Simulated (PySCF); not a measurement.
[SbH6]- at several levels of theory

All levels use the PBE0 minimum (singlet; Sb–H 1.799 Å (×6); H–Sb–H 90.0° (×12), H–Sb–H 180.0° (×3)), basis [Sb def2-TZVPD with ECP28, H def2-TZVPD], scalar-relativistic core potentials, density fitting, no spin–orbit coupling, PySCF. For vertical energies the ionised species is a doublet (spins chosen at PBE0 and kept). Open shells are unrestricted, also as the reference of the correlated levels. A dash marks a value that was not computed or is not defined at that level.

```csv
level,vertical detachment energy (eV),−ε(HOMO) (eV),gap (eV)
PBE0,2.99,1.12,4.41
HF,2.67,3.74,9.06
MP2,3.08,–,–
PBE,2.83,0.10,2.75
B3LYP,3.07,1.02,4.04
r2SCAN,2.87,0.32,3.32
TPSSh,2.99,0.69,3.78
B2PLYP,3.04,–,–
LDA,2.81,0.08,2.55
```

Spin contamination in at least one species weakens the values at: HF, MP2.

The lowest empty level of this anion is unbound, so it and the gap depend on the basis.
